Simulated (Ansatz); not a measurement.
Consider the homolysis of the B–B bond: `COBB(F)Cl` → `F[B]Cl`• + `[BH]OC`•.

Computed with Ansatz on PBE0-D4/def2-TZVP structures; ΔE is electronic, products minus reactants. CCSD(T)/CBS is the MP2 limit (def2-TZVPP, def2-QZVPP) plus CCSD(T) − MP2 in def2-TZVPP, frozen cores. This one scheme is used for every species. Functionals use def2-TZVPP. B3LYP here is the variant with VWN-RPA as its local correlation; programs differ in this. Open shells (•) are unrestricted, without spin–orbit coupling. Each species was taken in one conformer, which may not be the lowest.

`COBB(F)Cl`:

Cartesian coordinates in Å:
```
C 0.305 1.726 0.513
O -0.382 0.508 0.293
B 0.233 -0.595 -0.158
B -0.695 -1.996 -0.432
F -0.921 -2.920 0.482
Cl -1.371 -2.297 -2.033
H -0.140 2.498 -0.117
H 1.368 1.625 0.277
H 0.185 2.011 1.559
H 1.419 -0.559 -0.384
```

`F[B]Cl`•:

```xyz
3

F    -1.117    0.453   -0.418
B     0.173    0.306   -0.358
Cl    0.944   -0.760    0.776
```

`[BH]OC`•:

Cartesian coordinates in Å:
```
B -0.440 1.130 1.163
O -0.864 0.315 0.216
C -0.008 -0.518 -0.563
H 0.716 1.269 1.484
H 1.037 -0.387 -0.269
H -0.308 -1.555 -0.416
H -0.133 -0.254 -1.614
```

```
             level  ΔE (kJ/mol)  difference from CCSD(T)/CBS
       LDA (SPW92)        465.1                         30.0
           BLYP-D4        408.6                        -26.5
          BHLYP-D4        420.4                        -14.7
          PBE-QIDH        424.8                        -10.3
               PBE        410.1                        -25.0
            revPBE        390.4                        -44.7
              PBE0        413.5                        -21.6
             B3LYP        408.8                        -26.3
             BHLYP        413.2                        -21.9
           LC-ωPBE        415.1                        -20.0
     CCSD/def2-SVP        421.2                        -13.9
  CCSD(T)/def2-SVP        424.8                        -10.3
    MP2/def2-TZVPP        428.0                         -7.1
   CCSD/def2-TZVPP        422.6                        -12.5
CCSD(T)/def2-TZVPP        428.1                         -7.0
    CCSD/CBS(def2)        429.5                         -5.6
       CCSD(T)/CBS        435.1                            0
```

Problem. What do rigid-rotor, harmonic-oscillator terms from PBE0-D4/def2-TZVP frequencies (298.15 K, 1 bar) make of the CCSD(T)/CBS value? (An estimate is asked.)

Solution. Computed: ΔZPE = -14.3 kJ/mol, ΔH = +423.1 kJ/mol, ΔS = 168 J/(mol·K), ΔG = +373.0 kJ/mol. Open shells count their whole term as degenerate. Modes under 50 cm⁻¹ make the entropy rough.

Largest T1 diagnostic among the species: 0.015.

The D4 term adds +8.9 kJ/mol with B3LYP and +5.1 kJ/mol with PBE0; it sums over pairs of atoms, weighted by their polarisabilities, and B3LYP, whose exchange is more repulsive, gets the larger term. In def2-TZVPP, CCSD(T) changes the Hartree–Fock value by +99.8 kJ/mol (the triples alone add +5.6 kJ/mol) and MP2 by +99.7 kJ/mol; breaking electron pairs costs correlation energy, which Hartree–Fock lacks. From PBE to PBE0 (25 % exact exchange), in def2-TZVPP and without D4, ΔE moves by +3.4 kJ/mol.
